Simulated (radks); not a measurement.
The gold ion Au38+, 41 electrons, occupied as [Kr] 4d5 (the NIST ground configuration). All-electron calculation, non-relativistic Kohn-Sham, PBE, spin-polarised, spherical densities, point nucleus; open shells are filled with parallel spins first (spin-orbit coupling, left out, can overturn this in heavy ions); relativity is left out, which matters for an element this heavy. Program: a radial shooting solver on a logarithmic mesh with Libxc functionals. Some entries of the table are withheld. Estimate them.

orbital  occ.  eigenvalue (eV)  <r^2> (bohr^2)  <r> (bohr)
1s up       1        -74720.86       0.0004908     0.01917
1s down     1        -74720.74       0.0004908     0.01916
2s up       1        -13850.97        0.007631     0.08071
2s down     1        -13844.48        0.007631     0.08070
2p up       3        -13379.55        0.005631     0.06821
2p down     3        -13374.58        0.005629     0.06820
3s up       1        -4466.010         0.04623      0.2016
3s down     1        -4462.560         0.04612      0.2014
3p up       3        -4248.904         0.04246      0.1919
3p down     3        -4245.471         0.04237      0.1917
3d up       5              (1)         0.03257      0.1673
3d down     5              (2)         0.03254      0.1673
4s up       1        -2015.632          0.1835      0.4046
4s down     1        -2001.755          0.1842      0.4053
4p up       3        -1919.583          0.1820      0.4015
4p down     3        -1905.626          0.1827      0.4023
4d up       5        -1747.912          0.1742      0.3907
4d down     0        -1733.712          0.1749      0.3914

Answer. 
(1) 3d up eigenvalue (eV): -3848.717
(2) 3d down eigenvalue (eV): -3843.765
